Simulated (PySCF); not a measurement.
# Ionisation energy of Sc by level of theory

Sc [Ar] 3d1 4s2 (2D) → Sc⁺ [Ar] 3d1 4s1 (3D), as a difference of total energies. Computed with PySCF 2.14 in jorge-DZP-DKH, with the spin-free X2C one-electron Hamiltonian (Gaussian nucleus). Correlated levels: valence: [Ar] frozen. The calculations carry no spin-orbit coupling.

| method | ionisation energy (eV) |
| --- | --- |
| UHF | 5.365 |
| B3LYP | 6.562 |
| MP2 (valence) | 5.981 |
| SCS-MP2 (valence) | 6.102 |

Task: How much does correlation contribute at MP2 (valence)?

Result: 5.981 − (5.365) = 0.616 eV, measured against UHF.

Errors of the correlated levels include the incompleteness of this basis and the frozen core.

MP2 underrates the near-degeneracy of ns² with np² in the lower species.

For comparison: 6.562 eV (measured; NIST levels, between the centres of gravity of the two terms).
